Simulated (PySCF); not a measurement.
Point-charge models of `C=CCPCSC` against its computed dipole.

Coordinates (GFN2-xTB, Å) and charges (e) from the PBE0/pcSseg-1 density (PySCF):

```csv
atom,x,y,z,Mulliken,IAO,Hirshfeld,ESP-fitted
C1,-1.613,1.784,0.060,-0.1735,-0.3295,-0.1093,-0.4013
C2,-2.309,0.693,-0.192,-0.2215,-0.1283,-0.0392,-0.1002
C3,-1.861,-0.424,-1.082,-0.4166,-0.4397,-0.1111,-0.1875
P4,-0.042,-0.375,-1.491,+0.2122,+0.3251,+0.1255,-0.1764
C5,0.581,-0.976,0.164,-0.5379,-0.5206,-0.1233,-0.3658
S6,2.316,-1.518,0.093,-0.0428,+0.0841,-0.0191,-0.2000
C7,3.098,0.072,-0.280,-0.3890,-0.5074,-0.1257,-0.2317
H8,-1.983,2.568,0.698,+0.1188,+0.1543,+0.0475,+0.1645
H9,-0.638,1.938,-0.380,+0.1424,+0.1435,+0.0323,+0.2064
H10,-3.289,0.555,0.249,+0.1105,+0.1469,+0.0462,+0.1270
H11,-2.403,-0.364,-2.034,+0.1707,+0.1620,+0.0466,+0.1526
H12,-2.111,-1.388,-0.626,+0.1494,+0.1434,+0.0421,+0.0893
H13,-0.037,-1.649,-2.076,+0.0561,-0.0218,-0.0178,+0.1304
H14,0.011,-1.841,0.506,+0.1769,+0.1581,+0.0435,+0.2348
H15,0.500,-0.176,0.904,+0.1836,+0.1553,+0.0344,+0.2007
H16,4.164,-0.114,-0.365,+0.1534,+0.1676,+0.0523,+0.1603
H17,2.903,0.769,0.530,+0.1417,+0.1496,+0.0424,+0.1119
H18,2.703,0.452,-1.219,+0.1656,+0.1576,+0.0323,+0.0848
```

Problem. What dipole does each set of charges give (1 e·Å = 4.803 D), and what does the density give?

Solution. The full density gives (-1.32, 0.63, 0.33) D, 1.50 D in size; dipole vectors point from the negative to the positive end.

```
    scheme     μx    μy     μz  size (D)  share of the full size (%)  angle to the full dipole (°)
  Mulliken   0.55  1.37  -1.18      1.89                         126                            95
       IAO   0.09  0.55  -0.85      1.02                          68                            92
 Hirshfeld  -0.28  0.18  -0.42      0.54                          36                            65
ESP-fitted  -1.30  0.68   0.37      1.51                         100                             2
```

Problem. Which set comes closest?

Solution. Length of the difference vector: ESP-fitted 0.06 D, Hirshfeld 1.36 D, IAO 1.84 D, Mulliken 2.51 D. Closest: ESP-fitted. 

Problem. What is left for the Hirshfeld atoms' own dipoles?

Solution. The Hirshfeld atoms' densities add up to the full density, so μ = Σ q r + Σ (atomic dipoles). The atomic dipoles sum to (-1.32, 0.63, 0.33) − (-0.28, 0.18, -0.42) = (-1.04, 0.45, 0.75) D, 1.36 D in size.

Problem. With the origin at the mean of the coordinates, (0.000, 0.000, -0.363) Å, which are the largest single terms, by size, of the ESP-fitted dipole along the direction of the full one?

Solution. C1 -4.36, C7 +2.98, H16 -2.86, S6 +2.48, H8 +2.42 D; all 18 atoms together +1.51 D. The single terms depend on the origin, their sum doesn't.

Problem. Give the size of the full dipole in other units.

Solution. 1.50 D = 0.591 au = 0.313 e·Å = 5.01 × 10⁻³⁰ C·m.

Isolated species at its GFN2-xTB geometry (one conformer only).

These values come from a run that also computed NMR shieldings. On one thread of an Arm Neoverse V1, shared host, this took 41 s (grids of density and orbitals included) and 0.84 GiB of memory at its peak.

Conformer computed: `[CH2:1]=[CH:2][CH2:3][PH:4][CH2:5][S:6][CH3:7]`: C1–C2–C3–P4 15°, C2–C3–P4–C5 75°, C3–P4–C5–S6 164°, P4–C5–S6–C7 65°.
